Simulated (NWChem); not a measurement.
Everything below was run with NWChem. System: H$_{3}$O$_{3}$Si, charge 1, spin multiplicity 1, at the geometry of a parent with another charge or spin, in a state set for the comparison that need not be this species' ground state. Level: MP2/def2-TZVP, 8 core orbitals frozen.

Input file:

```
start mol
memory heap 200 mb stack 900 mb global 1100 mb
charge 1
geometry units angstroms nocenter noautoz noautosym
  O     -0.871856    -0.895843    -0.881405
  Si    -0.164119    -0.036464     0.351932
  O     -0.202411     1.563139    -0.119914
  O      1.365365    -0.659324     0.500904
  H     -1.643361    -0.487295    -1.286802
  H      0.002036     2.206818     0.565804
  H      1.610217    -1.272800    -0.202736
end
basis spherical
  * library def2-tzvp
end
scf
  rhf
  nopen 0
  maxiter 100
  thresh 1e-7
  semidirect memsize 60000000 filesize 0
end
mp2
  freeze core 8
end
task mp2 energy
```

Output (cleaned and shortened):

```
             Northwest Computational Chemistry Package (NWChem) 7.3.0
             --------------------------------------------------------

                                NWChem Input Module
                                -------------------

 Scaling coordinates for geometry "geometry" by  1.889725989
 (inverse scale =  0.529177249)

                             Geometry "geometry" -> ""
                             -------------------------

 Output coordinates in angstroms (scale by  1.889725989 to convert to a.u.)

  No.       Tag          Charge          X              Y              Z
 ---- ---------------- ---------- -------------- -------------- --------------
    1 O                    8.0000    -0.87185600    -0.89584300    -0.88140500
    2 Si                  14.0000    -0.16411900    -0.03646400     0.35193200
    3 O                    8.0000    -0.20241100     1.56313900    -0.11991400
    4 O                    8.0000     1.36536500    -0.65932400     0.50090400
    5 H                    1.0000    -1.64336100    -0.48729500    -1.28680200
    6 H                    1.0000     0.00203600     2.20681800     0.56580400
    7 H                    1.0000     1.61021700    -1.27280000    -0.20273600

 Effective nuclear repulsion energy (a.u.)     176.2976952427

            Nuclear Dipole moment (a.u.)
            ----------------------------
        X                 Y               Z
 ---------------- ---------------- ----------------
     0.0000188973     0.0000056692    -0.0000113384


 Summary of "ao basis" -> "" (spherical)
 ------------------------------------------------------------------------------
       Tag                 Description            Shells   Functions and Types
 ---------------- ------------------------------  ------  ---------------------
 *                         def2-tzvp                  on all atoms

 Summary of "ao basis" -> "ao basis" (spherical)
 ------------------------------------------------------------------------------
       Tag                 Description            Shells   Functions and Types
 ---------------- ------------------------------  ------  ---------------------
[...]
     1   1 0 0     -0.902717      0.000000      0.000019
     1   0 1 0      0.314821      0.000000      0.000006
     1   0 0 1      1.037541      0.000000     -0.000011

     2   2 0 0    -15.985466      0.000000     96.394190
     2   1 1 0     -1.089787      0.000000    -16.587430
     2   1 0 1     -1.123997      0.000000     45.687970
     2   0 2 0    -15.801779      0.000000    129.241487
     2   0 1 1      2.857103      0.000000     14.745863
     2   0 0 2    -15.714190      0.000000     43.168286

                   NWChem MP2 Semi-direct Energy/Gradient Module
                   ---------------------------------------------

  Basis functions       =    148
  Molecular orbitals    =    148
  Frozen core           =      8
  Frozen virtuals       =      0
  Active alpha occupied =     12
  Active beta occupied  =     12
  Active alpha virtual  =    128
  Active beta virtual   =    128
  Use MO symmetry       = F
  Use skeleton AO sym   = F

  AO/Fock/Back tols     =   1.0D-09  1.0D-09  1.0D-09

 GA uses MA = F    GA memory limited = T

 Available:
  local mem=  1.26D+08
 global mem=  1.44D+08
 local disk=  0.00D+00
  mp2_memr nvloc                   128
  nvloc new                   128
   1 passes of  12:        5242880                     121453                  55692612.
   1 passes of  12: M    126148606           G      144135392           F     120905726.

 Semi-direct pass number   1 of   1  for RHF alpha+beta  at       28.0s
  vrange nnbf                 10657
  mp2_eaftype                   212  avail_ma_in_mb                  1099
 EAF : mp2_eaftype filesize         212   27846306.
  mp2_eaf for mointskh                    212
Node 0 wrote    131.0 Mb in      0.1 s     Agg I/O rate:  1540.4 Mb/s
 Done moints_semi at       45.9s
  mp2_eaftype                   212  avail_ma_in_mb                   887
 EAF : mp2_eaftype filesize         212   27846306.
  mp2_eaf for kh                   212
 Done maket at       47.0s
 Done multipass loop at       47.0s

          -------------------------------------------
          SCF energy                -515.184260344306
          Correlation energy          -0.816297326845
          Singlet pairs               -0.501341907391
          Triplet pairs               -0.314955419455
          Total MP2 energy          -516.000557671152
          -------------------------------------------

          ---------------------------------------------------
                    Spin Component Scaled (SCS) MP2
          Same spin pairs                     -0.209970279636
          Same spin scaling factor             0.333333333333
          Opposite spin pairs                 -0.606327047209
          Opposite spin scaling fact.          1.200000000000
          SCS-MP2 correlation energy          -0.797582549863
          Total SCS-MP2 energy              -515.981842894169
          ---------------------------------------------------

 -----------------------
 Performance information
 -----------------------

 Timer overhead =  2.00D-07 seconds/call

               Nr. of calls         CPU time (s)                 Wall time (s)                GFlops
             ---------------    -------------------     ------------------------------   -------------------
Name         Min   Avg   Max    Min     Avg     Max     Min     Avg     Max   Mx/calls   Min     Max     Sum
mp2: moin     1     1     1    18.     18.     18.      18.     18.     18.     18.      0.0     0.0     0.0
mp2: make     1     1     1    1.0     1.0     1.0      1.0     1.0     1.0     1.0      0.0     0.0     0.0
mp2: tota     1     1     1    19.     19.     19.      19.     19.     19.     19.      0.0     0.0     0.0

 The average no. of pstat calls per process was 3.00D+00
 with a timing overhead of 6.00D-07s

 Task  times  cpu:       46.9s     wall:       46.9s

 Total times  cpu:       47.0s     wall:       47.0s
```
